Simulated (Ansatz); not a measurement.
```yaml
crystal:
  periodic: [false, false, false]
  atoms:
    - {symbol: C, position_ang: [1.700147, -0.560666, -2.527978]}
    - {symbol: N, position_ang: [1.128111, -0.587560, -1.201868]}
    - {symbol: C, position_ang: [1.759544, -1.583556, -0.377583]}
    - {symbol: Sc, position_ang: [-0.343581, 0.672037, -0.759320]}
    - {symbol: F, position_ang: [-0.945198, 1.842161, -2.084942]}
    - {symbol: N, position_ang: [-1.205688, 0.740554, 1.029645]}
    - {symbol: C, position_ang: [-2.277650, 1.681771, 1.256649]}
    - {symbol: C, position_ang: [-0.927670, -0.033549, 2.210163]}
    - {symbol: H, position_ang: [1.215131, 0.199031, -3.150838]}
    - {symbol: H, position_ang: [2.776561, -0.329647, -2.507274]}
    - {symbol: H, position_ang: [1.589282, -1.527264, -3.043596]}
    - {symbol: H, position_ang: [1.323100, -1.602388, 0.625635]}
    - {symbol: H, position_ang: [2.839000, -1.398719, -0.261299]}
    - {symbol: H, position_ang: [1.652635, -2.595269, -0.799442]}
    - {symbol: H, position_ang: [-3.214194, 1.177856, 1.542005]}
    - {symbol: H, position_ang: [-2.484277, 2.268453, 0.354736]}
    - {symbol: H, position_ang: [-2.037384, 2.392673, 2.062470]}
    - {symbol: H, position_ang: [-0.114052, -0.744054, 2.035555]}
    - {symbol: H, position_ang: [-0.629753, 0.602187, 3.058718]}
    - {symbol: H, position_ang: [-1.804082, -0.614041, 2.538565]}
basis:
  gaussian: {orbitals: def2-mTZVPP}
total_charge: -3
magnetization: {spin_polarized: true, initial_magnetization: 1}
hamiltonian: {xc: {name: PBE0}, dispersion: d3bjatm}
accuracy: high
```

```sh
$ ansatz run in.yaml --threads 4 --pin off --events-out ev --progress --plain --max-ram 66560MiB --backend cpu
```

Output, abridged:

```
Functional definition: PBE0
5546 factors; integrals over basis functions are off by at most 6.6e-8 eV
mean field evaluation 1: about -30714.7295 eV, gradient 2.2e1 eV
mean field evaluation 2: about -30713.9294 eV, gradient 2.8e1 eV
mean field evaluation 4: about -30716.9590 eV, gradient 3.6e0 eV
mean field evaluation 8: about -30717.0156 eV, gradient 5.3e-1 eV
mean field evaluation 16: about -30717.0201 eV, gradient 7.6e-3 eV
mean field evaluation 32: about -30717.0201 eV, gradient 2.6e-6 eV
mean field -30717.02007043 eV, -1128.8296668442 hartree, gradient 6.7e-8 eV, S^2 0.756977; 7 other end points of the search recorded, 0 dependent functions left out
reference -30717.02007449 eV, -1128.8296669936 hartree; 42, 41 occupied and 199, 200 virtual orbitals, 5546 factors
Total energy: -30717.43001976 eV, -1128.8447322042 hartree
```

Task: Something in this input is off. What?

Result: The charge is far from anything that the molecule holds. The run converged. The result belongs to that input, not to the molecule as meant.
